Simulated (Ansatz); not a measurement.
Isolated molecules relaxed with PBE0-D4/def2-TZVP in Ansatz; ΔE leaves out vibrations. CCSD(T)/CBS is the MP2 limit (def2-TZVPP, def2-QZVPP) plus CCSD(T) − MP2 in def2-TZVPP, frozen cores. DFT in def2-TZVPP. HSE06 is defined as in plane-wave codes. For Ge outer-core shells are correlated without core-valence functions, which leaves a few kJ/mol of doubt a bond. Scalar relativity is left out up to krypton. One conformer a species, not always the lowest.

`F[SiH](F)[O][GeH3]` + `N[SiH2]F` → `F[SiH2]N[SiH](F)F` + `[OH][GeH3]`  (ligand exchange at the Si–O bond)

```tsv
level	ΔE (kcal/mol)	difference from CCSD(T)/CBS
r2SCAN-D4	15.2	-0.1
PBE0-D4	14.5	-0.8
HSE06-D4	14.4	-0.9
ωB97X-V	15.4	0.1
revPBE	13.9	-1.4
PBE0	14.6	-0.7
HSE06	14.6	-0.7
SCS-MP2/def2-TZVPP	15.9	0.6
CCSD(T)/def2-TZVPP	15.4	0.1
MP2/CBS(def2)	15.4	0.1
CCSD(T)/CBS	15.3	0
```

Largest T1 diagnostic among the species: 0.012.

From BLYP to BHLYP (50 % exact exchange), in def2-TZVPP and without D4, ΔE moves by +1.5 kcal/mol. In def2-TZVPP, CCSD(T) changes the Hartree–Fock value by −3.0 kcal/mol (the triples alone add −0.5 kcal/mol) and MP2 by −3.0 kcal/mol. Leaving LDA and LC-ωPBE aside and taking each functional with its dispersion term where it has one, the values, not all of them listed here, spread over 3.6 kcal/mol, from revPBE-D4 to BHLYP-D4.
